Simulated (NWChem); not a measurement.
CrSOClF; SMILES [O]=[Cr](=[S])([Cl])[F]

```xyz
5

Cr     0.2937     0.0805     0.0708
O      0.9375     0.1429     1.4813
S     -1.0410     1.5644    -0.0895
F      1.4941     0.2536    -1.1276
Cl    -0.7362    -1.7723    -0.1227
```
Atoms are numbered in this order, from 1.

Computed with NWChem. Pople sets run with spherical d functions. The geometry was optimised at PBE-D3(BJ)/def2-SVP. B3LYP is NWChem's, with the RPA form of VWN correlation. Vzz is the largest principal value of the second derivative of the potential at the nucleus (NWChem prints the opposite sign); η is the asymmetry. Non-relativistic.

```json
[
 {"level": "PBE0/6-31G*", "Vzz Cr1 (a.u.)": "-0.624", "η Cr1": "0.09", "Vzz O2 (a.u.)": "-0.423", "η O2": "0.33", "Vzz S3 (a.u.)": "-1.343", "η S3": "0.57", "Vzz Cl5 (a.u.)": "1.658", "η Cl5": "0.43"},
 {"level": "PBE0/def2-SVP", "Vzz Cr1 (a.u.)": "-0.624", "η Cr1": "0.07", "Vzz O2 (a.u.)": "-0.434", "η O2": "0.36", "Vzz S3 (a.u.)": "-1.333", "η S3": "0.66", "Vzz Cl5 (a.u.)": "1.715", "η Cl5": "0.46"},
 {"level": "B3LYP/6-31G*", "Vzz Cr1 (a.u.)": "-0.622", "η Cr1": "0.06", "Vzz O2 (a.u.)": "-0.429", "η O2": "0.35", "Vzz S3 (a.u.)": "-1.312", "η S3": "0.57", "Vzz Cl5 (a.u.)": "1.600", "η Cl5": "0.47"},
 {"level": "B3LYP/cc-pVTZ", "Vzz Cr1 (a.u.)": "-0.485", "η Cr1": "0.47", "Vzz O2 (a.u.)": "-0.438", "η O2": "0.50", "Vzz S3 (a.u.)": "-1.328", "η S3": "0.69", "Vzz Cl5 (a.u.)": "1.646", "η Cl5": "0.48"}
]
```
